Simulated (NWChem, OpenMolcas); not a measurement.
# How basis sets differ on GeHCl3 (SMILES [Cl][GeH]([Cl])[Cl])

GeHCl3: 5 atoms, total charge 0, spin state singlet. As SMILES, `[Cl][GeH]([Cl])[Cl]`. Geometry: relaxed at PBE0-D4/def2-TZVP.

Quantity: the HOMO–LUMO gap, in eV. The values are calculated.

```json
{"level": "HF/ANO-R0 (sfX2C)", "kind": "Hartree–Fock", "program": "OpenMolcas", "value (eV)": "13.63", "CPU time": "5.1 s"}
{"level": "HF/ANO-RCC-MB (DKH2)", "kind": "Hartree–Fock", "program": "OpenMolcas", "value (eV)": "14.33", "CPU time": "7.9 s"}
{"level": "HF/STO-3G", "kind": "Hartree–Fock", "program": "OpenMolcas", "value (eV)": "17.20", "CPU time": "2.7 s"}
{"level": "HF/3-21G", "kind": "Hartree–Fock", "program": "NWChem", "value (eV)": "15.14", "CPU time": "5.1 s"}
{"level": "HF/cc-pVDZ", "kind": "Hartree–Fock", "program": "OpenMolcas", "value (eV)": "15.36", "CPU time": "8.3 s"}
```

All-electron rows without a relativistic Hamiltonian named are non-relativistic. The values span 13.63 to 17.20 eV. A Hartree–Fock LUMO above zero doesn't converge with the basis: it sinks as sets grow more diffuse. Orbital gaps aren't excitation energies. Times are those of the runs behind each value, whatever else they computed, on shared processors of several kinds: orders of magnitude only.
